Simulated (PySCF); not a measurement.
A single-point calculation

[AuI2]− (singlet). PySCF 2.14.0, RKS CAM-B3LYP, Au def2-SVP with ECP60, I def2-SVP with ECP28; non-relativistic Hamiltonian with scalar-relativistic core potentials where named; density fitting; no spin-orbit coupling. Purpose: singlet excitations, Tamm-Dancoff CAM-B3LYP.

```python
mol = gto.M(atom='''
Au     0.00000     0.00000     0.00000
I     -0.00000    -0.00000     2.64921
I      0.00000    -0.00000    -2.64921''',
    basis={'Au': 'def2-SVP', 'I': 'def2-SVP'},
    ecp={'Au': 'def2-SVP', 'I': 'def2-SVP'},
    charge=-1, spin=0)
mf = dft.RKS(mol, xc='CAMB3LYP')
mf.grids.atom_grid = (50, 194)
mf = mf.density_fit()  # fitting sets: Au def2-universal-JKFIT, I def2-universal-JKFIT
mf.conv_tol = 1e-08; mf.max_cycle = 55
mf.kernel(dm0)  # dm0: converged density of the relaxed state
td = mf.TDA(); td.nstates = 8; td.kernel()
```

Run from Python with OMP_NUM_THREADS=2; the lines above give its settings. Where DIIS fails, smearing, a level shift and second-order steps follow.
It took 20 s on 2 threads of Intel(R) Xeon(R) Platinum 8259CL CPU @ 2.50GHz (Skylake/Cascade Lake), with other jobs on the host, from an already converged density.

(1) Where do the frontier levels lie, over both spins?

(2) What does the SCF print?

(3) What are the Mulliken charges and spins?

(4) Which singlet excitations follow (Tamm-Dancoff, 8 states)?

The geometry was relaxed with B3LYP (Au def2-SVP with ECP60, I def2-SVP with ECP28).

Results:

(1) HOMO -3.62 eV, LUMO 4.05 eV. 

(2) 
```
init E= -731.303303608877
cycle= 1 E= -731.304644304309  delta_E= -0.00134  |g|= 0.0111  |ddm|= 0.165
cycle= 2 E= -731.304696914282  delta_E= -5.26e-05  |g|= 0.00867  |ddm|= 0.0366
cycle= 3 E= -731.304716218894  delta_E= -1.93e-05  |g|= 0.00292  |ddm|= 0.0152
cycle= 4 E= -731.304719155017  delta_E= -2.94e-06  |g|= 0.000421  |ddm|= 0.00583
cycle= 5 E= -731.304719235325  delta_E= -8.03e-08  |g|= 9.17e-05  |ddm|= 0.00106
cycle= 6 E= -731.30471924261  delta_E= -7.28e-09  |g|= 2.49e-05  |ddm|= 0.00041
Extra cycle  E= -731.304719243126  delta_E= -5.16e-10  |g|= 1.75e-05  |ddm|= 0.000111
converged SCF energy = -731.304719243126
```

(3) 
```json
{"atom": "Au1", "charge (e)": "-0.087", "spin (e)": "0.000"}
{"atom": "I2", "charge (e)": "-0.457", "spin (e)": "0.000"}
{"atom": "I3", "charge (e)": "-0.457", "spin (e)": "0.000"}
```

(4) 
| state | eV | oscillator strength |
| --- | --- | --- |
| 1 | 4.48 | 0.0000 |
| 2 | 4.48 | 0.0000 |
| 3 | 5.31 | 0.0277 |
| 4 | 5.31 | 0.0277 |
| 5 | 5.53 | 0.0000 |
| 6 | 5.80 | 0.0481 |
| 7 | 5.89 | 0.0000 |
| 8 | 5.89 | 0.0000 |
For an anion in a basis without diffuse functions, states above the detachment energy aren't bound: they are resonances at best, or continuum confined by the basis.
